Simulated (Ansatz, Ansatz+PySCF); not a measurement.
```yaml
atoms:
  - { symbol: C, position_ang: [0.0000, 0.7050, 0.0000] }
  - { symbol: C, position_ang: [-1.3410, 1.1407, 0.0000] }
  - { symbol: C, position_ang: [-2.1698, 0.0000, 0.0000] }
  - { symbol: C, position_ang: [-1.3410, -1.1407, 0.0000] }
  - { symbol: C, position_ang: [0.0000, -0.7050, 0.0000] }
  - { symbol: C, position_ang: [1.3410, 1.1407, 0.0000] }
  - { symbol: C, position_ang: [2.1698, 0.0000, 0.0000] }
  - { symbol: C, position_ang: [1.3410, -1.1407, 0.0000] }
  - { symbol: H, position_ang: [-1.6763, 2.1726, 0.0000] }
  - { symbol: H, position_ang: [-3.2548, 0.0000, 0.0000] }
  - { symbol: H, position_ang: [-1.6763, -2.1726, 0.0000] }
  - { symbol: H, position_ang: [1.6763, 2.1726, 0.0000] }
  - { symbol: H, position_ang: [3.2548, 0.0000, 0.0000] }
  - { symbol: H, position_ang: [1.6763, -2.1726, 0.0000] }
```

Basis set: def2-SVP (spherical functions). Charge 0, multiplicity 3.

Computed with Ansatz (development build ahead of 0.2.0); each method stands on the lowest determinant of its kind that the runs found. Restricted functionals stand beside restricted open-shell atoms, which can lie above the unrestricted atoms usual in DFT and then raise those values.

(1) Give the atomization energy at this shape (free ground-state atoms in the same class of orbitals less the molecule, no zero-point energy) of triplet C8H6 by ωB97X (restricted open-shell), PBE0 (unrestricted), PBE0 (restricted open-shell), UHF, ROHF.

Answers

(1)

```
                       method  atomization energy
ωB97X (restricted open-shell)       6926.9 kJ/mol
          PBE0 (unrestricted)       7035.6 kJ/mol
 PBE0 (restricted open-shell)       7065.6 kJ/mol
                          UHF       5116.9 kJ/mol
                         ROHF       5170.7 kJ/mol
```

Caution: another spin multiplicity may lie lower. Caution for UHF: the unrestricted determinant is spin contaminated.

The shape needn't be a minimum at these levels.
